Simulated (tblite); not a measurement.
Species: C4H6F2O2.
Numbering: `[F:1][C@@H:2]1[O:3][CH2:4][CH2:5][C@@H:6]([F:7])[O:8]1` (hydrogens: H9 on C2; H10, H11 on C4; H12, H13 on C5; H14 on C6)

Computed with GFN2-xTB (tblite), gas phase: Langevin dynamics at 600 K from the optimised GFN2-xTB geometry, time step 0.5 fs, friction 0.01 fs⁻¹, 2000 steps.

Start geometry:
```
atom  x, y, z in Å
F1      2.117   -0.141    0.658
C2      1.478    0.159   -0.544
O3      0.770    1.305   -0.391
C4     -0.334    1.166    0.504
C5     -1.226    0.011    0.057
C6     -0.337   -1.220   -0.099
F7     -1.018   -2.223   -0.707
O8      0.766   -0.940   -0.935
H9      2.266    0.329   -1.288
H10    -0.857    2.122    0.467
H11     0.043    0.994    1.520
H12    -2.015   -0.182    0.781
H13    -1.668    0.232   -0.916
H14     0.013   -1.612    0.871
```

The statistics below take the 31 frames saved every 25 fs from 250 to 1000 fs; their kinetic temperature (all 3N coordinates) averages 583 K.

**Question.** How do the bond lengths spread?

**Answer.** 
```json
{"bond": "F1–C2", "start (Å)": "1.393", "mean (Å)": "1.414", "standard deviation (Å)": "0.051", "shortest (Å)": "1.292", "longest (Å)": "1.540"}
{"bond": "C2–O3", "start (Å)": "1.356", "mean (Å)": "1.345", "standard deviation (Å)": "0.035", "shortest (Å)": "1.290", "longest (Å)": "1.412"}
{"bond": "O3–C4", "start (Å)": "1.428", "mean (Å)": "1.437", "standard deviation (Å)": "0.040", "shortest (Å)": "1.373", "longest (Å)": "1.543"}
{"bond": "C4–C5", "start (Å)": "1.527", "mean (Å)": "1.547", "standard deviation (Å)": "0.056", "shortest (Å)": "1.450", "longest (Å)": "1.732"}
{"bond": "C5–C6", "start (Å)": "1.526", "mean (Å)": "1.525", "standard deviation (Å)": "0.029", "shortest (Å)": "1.460", "longest (Å)": "1.614"}
{"bond": "C6–F7", "start (Å)": "1.357", "mean (Å)": "1.372", "standard deviation (Å)": "0.033", "shortest (Å)": "1.277", "longest (Å)": "1.435"}
{"bond": "C6–O8", "start (Å)": "1.412", "mean (Å)": "1.422", "standard deviation (Å)": "0.039", "shortest (Å)": "1.344", "longest (Å)": "1.524"}
{"bond": "C2–O8", "start (Å)": "1.366", "mean (Å)": "1.378", "standard deviation (Å)": "0.030", "shortest (Å)": "1.320", "longest (Å)": "1.462"}
{"bond": "C2–H9", "start (Å)": "1.097", "mean (Å)": "1.110", "standard deviation (Å)": "0.052", "shortest (Å)": "1.025", "longest (Å)": "1.212"}
{"bond": "C4–H10", "start (Å)": "1.090", "mean (Å)": "1.103", "standard deviation (Å)": "0.044", "shortest (Å)": "0.993", "longest (Å)": "1.164"}
{"bond": "C4–H11", "start (Å)": "1.097", "mean (Å)": "1.104", "standard deviation (Å)": "0.033", "shortest (Å)": "1.032", "longest (Å)": "1.181"}
{"bond": "C5–H12", "start (Å)": "1.088", "mean (Å)": "1.093", "standard deviation (Å)": "0.048", "shortest (Å)": "0.963", "longest (Å)": "1.203"}
{"bond": "C5–H13", "start (Å)": "1.092", "mean (Å)": "1.104", "standard deviation (Å)": "0.041", "shortest (Å)": "1.036", "longest (Å)": "1.182"}
{"bond": "C6–H14", "start (Å)": "1.103", "mean (Å)": "1.115", "standard deviation (Å)": "0.048", "shortest (Å)": "1.021", "longest (Å)": "1.220"}
```

**Question.** Give the same statistics for bond angles, one of each kind among heavy atoms.

**Answer.** 
| angle | start (°) | mean (°) | standard deviation (°) | smallest (°) | largest (°) |
| --- | --- | --- | --- | --- | --- |
| F1–C2–O3 | 108.9 | 109.4 | 4.8 | 98.4 | 118.9 |
| F1–C2–O8 | 108.2 | 107.4 | 5.9 | 93.1 | 117.5 |
| O3–C2–O8 | 116.1 | 116.5 | 4.6 | 109.1 | 126.7 |
| C2–O3–C4 | 113.1 | 114.8 | 4.3 | 105.3 | 122.1 |
| O3–C4–C5 | 110.0 | 109.2 | 4.4 | 102.1 | 118.7 |
| C4–C5–C6 | 107.5 | 107.5 | 4.8 | 98.5 | 120.9 |
| C5–C6–F7 | 110.4 | 110.6 | 5.6 | 99.9 | 124.8 |
| C5–C6–O8 | 110.8 | 111.0 | 4.8 | 104.7 | 125.0 |
| F7–C6–O8 | 105.9 | 105.8 | 4.9 | 95.7 | 116.6 |
| C2–O8–C6 | 113.4 | 113.5 | 3.9 | 107.7 | 122.5 |

**Question.** How far does each atom move about its mean position (frames aligned on the start, all atoms weighted alike), and what rms force does it feel?

**Answer.** 
| atom | rms displacement (Å) | rms force (eV/Å) |
| --- | --- | --- |
| F1 | 0.19 | 1.53 |
| C2 | 0.08 | 2.53 |
| O3 | 0.12 | 1.99 |
| C4 | 0.08 | 2.74 |
| C5 | 0.09 | 2.60 |
| C6 | 0.09 | 2.28 |
| F7 | 0.19 | 1.39 |
| O8 | 0.13 | 1.91 |
| H9 | 0.14 | 1.64 |
| H10 | 0.16 | 1.59 |
| H11 | 0.20 | 1.19 |
| H12 | 0.18 | 1.84 |
| H13 | 0.19 | 1.37 |
| H14 | 0.18 | 1.47 |

The displacements run from 0.08 to 0.20 Å.

The run is classical and short, so these are rough statistics of one trajectory.

What follows is the cost of the whole dynamics run. Hardware: an Intel Xeon 6975P-C with one thread, shared host with 192 logical CPUs at a one-minute load of 69. Cost: 7.1 s wall, 0.18 GiB resident at most.
